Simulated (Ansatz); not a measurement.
Computed with r2SCAN-D4/def2-SVP run with Ansatz (a quantum-chemistry and plane-wave program). No frequencies were computed at this level.

Ansatz 0.2 input:
```yaml
crystal:
  periodic: [false, false, false]
  atoms:
    - { symbol: Zr, position_ang: [0.032306, -0.055476, -0.015603] }
    - { symbol: F, position_ang: [1.069971, 0.969052, -1.163057] }
    - { symbol: F, position_ang: [-1.724536, 0.525441, -0.162349] }
    - { symbol: F, position_ang: [0.60325, 0.277769, 1.714771] }
    - { symbol: O, position_ang: [0.219759, -1.863496, -0.323644] }
    - { symbol: H, position_ang: [0.513287, -2.739255, -0.051921] }
basis:
  gaussian: { orbitals: def2-svp }
hamiltonian:
  xc: r2scan
  dispersion: d4
relax:
  max_steps: 150
```

Output:

```
Functional definition: r2SCAN
923 factors; their error is unknown
mean field evaluation 1: about -11481.3628 eV, gradient 7.9e1 eV
mean field evaluation 2: about -11422.6114 eV, gradient 2.0e2 eV
mean field evaluation 4: about -11491.1151 eV, gradient 9.4e0 eV
mean field evaluation 8: about -11491.2456 eV, gradient 9.6e-2 eV
mean field evaluation 16: about -11491.2457 eV, gradient 8.3e-5 eV
mean field -11491.24565161 eV, -422.2954886505 hartree, gradient 8.3e-5 eV, S^2 0.000000; 0 other end points of the search recorded, 0 dependent functions left out
reference -11491.24568183 eV, -422.2954897613 hartree; 24, 24 occupied and 68, 68 virtual orbitals, 923 factors
relax step   1: F+E_penalty+E_count = -11491.27060058 eV  Δ(F+E_penalty+E_count) = +0.000e0 eV  max|allowed force component| = 2.823e0 eV/Å  Δτ_max = 0.0000 Å  (27 SCF iters, accepted)
these checks for a lower state are left out or cut short: starts, cluster_reference, orbital_swaps, neighbouring_geometries, increment
923 factors; their error is unknown
mean field -11491.52210248 eV, -422.3056480326 hartree, gradient 2.2e-5 eV, S^2 0.000000; 0 other end points of the search recorded, 0 dependent functions left out
reference -11491.52213296 eV, -422.3056491529 hartree; 24, 24 occupied and 68, 68 virtual orbitals, 923 factors
relax step   2: F+E_penalty+E_count = -11491.54646474 eV  Δ(F+E_penalty+E_count) = -2.759e-1 eV  max|allowed force component| = 1.650e-1 eV/Å  Δτ_max = 0.0947 Å  (29 SCF iters, accepted)
these checks for a lower state are left out or cut short: starts, cluster_reference, orbital_swaps, neighbouring_geometries, increment
923 factors; their error is unknown
mean field -11491.52725621 eV, -422.3058374286 hartree, gradient 7.2e-6 eV, S^2 0.000000; 0 other end points of the search recorded, 0 dependent functions left out
reference -11491.52728670 eV, -422.3058385491 hartree; 24, 24 occupied and 68, 68 virtual orbitals, 923 factors
relax step   3: F+E_penalty+E_count = -11491.55163615 eV  Δ(F+E_penalty+E_count) = -5.171e-3 eV  max|allowed force component| = 1.622e-1 eV/Å  Δτ_max = 0.0257 Å  (28 SCF iters, accepted)
these checks for a lower state are left out or cut short: starts, cluster_reference, orbital_swaps, neighbouring_geometries, increment
923 factors; their error is unknown
mean field evaluation 32: about -11491.5658 eV, gradient 9.5e-2 eV
mean field -11491.53774615 eV, -422.3062229269 hartree, gradient 2.0e-5 eV, S^2 0.000000; 0 other end points of the search recorded, 0 dependent functions left out
reference -11491.53777658 eV, -422.3062240453 hartree; 24, 24 occupied and 68, 68 virtual orbitals, 923 factors
relax step   4: F+E_penalty+E_count = -11491.56215208 eV  Δ(F+E_penalty+E_count) = -1.052e-2 eV  max|allowed force component| = 4.567e-1 eV/Å  Δτ_max = 0.0855 Å  (29 SCF iters, accepted)
these checks for a lower state are left out or cut short: starts, cluster_reference, orbital_swaps, neighbouring_geometries, increment
923 factors; their error is unknown
mean field -11491.54394263 eV, -422.3064506433 hartree, gradient 1.0e-5 eV, S^2 0.000000; 0 other end points of the search recorded, 0 dependent functions left out
reference -11491.54397304 eV, -422.3064517611 hartree; 24, 24 occupied and 68, 68 virtual orbitals, 923 factors
relax step   5: F+E_penalty+E_count = -11491.56835496 eV  Δ(F+E_penalty+E_count) = -6.203e-3 eV  max|allowed force component| = 4.820e-1 eV/Å  Δτ_max = 0.0449 Å  (28 SCF iters, accepted)
these checks for a lower state are left out or cut short: starts, cluster_reference, orbital_swaps, neighbouring_geometries, increment
923 factors; their error is unknown
mean field -11491.55304499 eV, -422.3067851491 hartree, gradient 6.5e-6 eV, S^2 0.000000; 0 other end points of the search recorded, 0 dependent functions left out
reference -11491.55307541 eV, -422.3067862671 hartree; 24, 24 occupied and 68, 68 virtual orbitals, 923 factors
relax step   6: F+E_penalty+E_count = -11491.57746156 eV  Δ(F+E_penalty+E_count) = -9.107e-3 eV  max|allowed force component| = 3.291e-2 eV/Å  Δτ_max = 0.0720 Å  (28 SCF iters, accepted)
these checks for a lower state are left out or cut short: starts, cluster_reference, orbital_swaps, neighbouring_geometries, increment
923 factors; their error is unknown
mean field -11491.55335111 eV, -422.3067963986 hartree, gradient 1.9e-5 eV, S^2 0.000000; 0 other end points of the search recorded, 0 dependent functions left out
reference -11491.55338153 eV, -422.3067975166 hartree; 24, 24 occupied and 68, 68 virtual orbitals, 923 factors
relax step   7: F+E_penalty+E_count = -11491.57776703 eV  Δ(F+E_penalty+E_count) = -3.055e-4 eV  max|allowed force component| = 3.170e-3 eV/Å  Δτ_max = 0.0190 Å  (27 SCF iters, accepted)
923 factors; their error is unknown
mean field evaluation 64: about -11491.1010 eV, gradient 1.6e1 eV
mean field -11491.55335111 eV, -422.3067963986 hartree, gradient 1.9e-5 eV, S^2 0.000000; 1 other end points of the search recorded, 0 dependent functions left out
reference -11491.55338153 eV, -422.3067975166 hartree; 24, 24 occupied and 68, 68 virtual orbitals, 923 factors
Total energy: -11491.57779745 eV, -422.3076947852 hartree
Atom 0 at     0.061547    -0.016108     0.059653 Å, force    -0.000694     0.002457     0.001075 eV/Å
Atom 1 at     1.119038     0.937977    -1.212929 Å, force    -0.000292     0.000061    -0.000097 eV/Å
Atom 2 at    -1.776088     0.447351    -0.177941 Å, force     0.000796    -0.000249    -0.000277 eV/Å
Atom 3 at     0.608459     0.474630     1.822547 Å, force    -0.000058     0.001286     0.000213 eV/Å
Atom 4 at     0.291346    -1.892708    -0.187155 Å, force     0.001062    -0.003170     0.000753 eV/Å
Atom 5 at     0.409735    -2.837106    -0.305977 Å, force    -0.000814    -0.000385    -0.001667 eV/Å
Dipole moment:     0.070211    -0.565574    -0.072920 e Å
```

Cost: around 50 core-seconds (rough).
